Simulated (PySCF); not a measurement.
Radial density of Zn+ (zinc, charge +1)

UHF, [Ar] 3d9 4s1 5s1, high-spin 4D determinant (an excited configuration). Computed with PySCF 2.14 in aug-cc-pVTZ-PP with ECP10MDF, with a scalar-relativistic core potential. This is the valence pseudo-density: the core potential removes the inner electrons and smooths the orbitals near the nucleus.

```tsv
r (bohr)	4πr²ρ (e/bohr)	4πr²(ρα − ρβ)
0.00574	1.409e-05	0.0000
0.00965	3.817e-05	0.0000
0.0162	0.0001030	0.0000
0.0273	0.0003848	0.0000
0.0459	0.003452	0.0003
0.0772	0.04421	0.0047
0.130	0.4512	0.0478
0.219	3.157	0.2988
0.368	14.34	0.9948
0.618	24.27	1.2937
1.04	9.533	0.6636
1.75	1.685	0.7209
2.94	0.2973	0.2727
4.95	0.1932	0.1931
8.32	0.09460	0.0946
14.0	0.003144	0.0031
```

Energies and moments cover only the electrons outside the core potential. The outer electron is Rydberg-like, and this basis confines it to a smaller radius and binds it less than a complete one would.
